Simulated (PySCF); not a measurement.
Sb(I)3 anion (I3Sb), SMILES [I][Sb]([I])[I] (connectivity only; charge and spin as stated), charge -1, multiplicity 2.

The structure is a stationary point at B3LYP-D3(BJ)/def2-SVPD. The multiplicity is an assumed one; no other spin state was optimised. The isomer is the one that the SMILES or the coordinates give; other isomers of the formula were not compared. The def2 effective core potentials stand for the cores of I, Sb; spin–orbit coupling is left out.

Computed with C-PCM-M06-2X/def2-SVPD run with PySCF.

The values are the electrostatic part of the solvation free energy, E(continuum) − E(gas) at the gas-phase geometry, in a cavity of scaled van der Waals radii (PySCF's table); cavitation and dispersion terms are not included. A continuum can't describe solvent molecules that bind to the metal.

Estimate the values in water (ε = 78.36), 2-propanol (ε = 19.26), benzene (ε = 2.27). (Estimate from the structure and the level; the computed values follow.)


```
solvent         ε  ΔG(elec) (kcal/mol)
----------  -----  -------------------
water       78.36                -41.0
2-propanol  19.26                -39.4
benzene      2.27                -23.1
```
